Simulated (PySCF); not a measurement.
UHF on H (hydrogen, neutral), 3d1, 2D determinant (an excited configuration). All numbers are calculated (PySCF 2.14, the spin-free X2C one-electron Hamiltonian (Gaussian nucleus), in aug-cc-pVTZ-DK (4s3p2d, 23 functions)).

```
cycle= 1 E= 0.435601299913358  delta_E= -5.55e-17  |g|= 3.05e-16  |ddm|= 9.04e-16
converged SCF energy = 0.435601299913358  <S^2> = 0.75  2S+1 = 2
```

Highest occupied orbital energy: 11.853 eV; ⟨L²⟩ = 6.00; populations by l: s 0.00, p 0.00, d 1.00.

Can this result be used?

Not for this state. Self-consistency was reached. The outer electron is Rydberg-like, and this basis confines it to a smaller radius and binds it less than a complete one would. At UHF the highest occupied level has a positive energy, so only the finite basis holds that electron; for this excited configuration the basis is too tight for the outer shell.
